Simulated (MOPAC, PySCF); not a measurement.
C₂H₄N₂O, SMILES `N(/C=N\[H])=C\O` (N–C–N–C torsion 180°, N–C–O–H torsion 0°), neutral singlet in the gas phase. 

Cartesian coordinates (Å):
```xyz
9

N     -2.2902    -0.2844    -0.4999
C     -1.1774     0.2682    -0.2132
N      0.0609    -0.3898    -0.1697
C      1.0837     0.3148     0.1364
O      2.3158    -0.2047     0.2089
H     -2.1287    -1.2858    -0.6923
H     -1.1782     1.3489     0.0204
H      1.0852     1.3907     0.3696
H      2.2290    -1.1579    -0.0105
```
Charge 0, multiplicity 1.

All levels are single points at this geometry (PBE-D3(BJ)/def2-TZVP); Pople sets use spherical d functions. Orbital energies aren't observables, and empty levels follow the basis.

HF/3-21G in PySCF gives gap (eV) = 13.47.

### Question
Estimate the gap (eV) from each of these levels: PBE-D3(BJ)/def2-TZVP in PySCF; B3LYP/6-31G* in PySCF; HF/6-31G* in PySCF; AM1 in MOPAC; PM6 in MOPAC.

### Answer

```json
[
 {"level": "PBE-D3(BJ)/def2-TZVP in PySCF", "gap (eV)": "4.21"},
 {"level": "B3LYP/6-31G* in PySCF", "gap (eV)": "6.29"},
 {"level": "HF/6-31G* in PySCF", "gap (eV)": "13.63"},
 {"level": "AM1 in MOPAC", "gap (eV)": "10.60"},
 {"level": "PM6 in MOPAC", "gap (eV)": "10.22"}
]
```
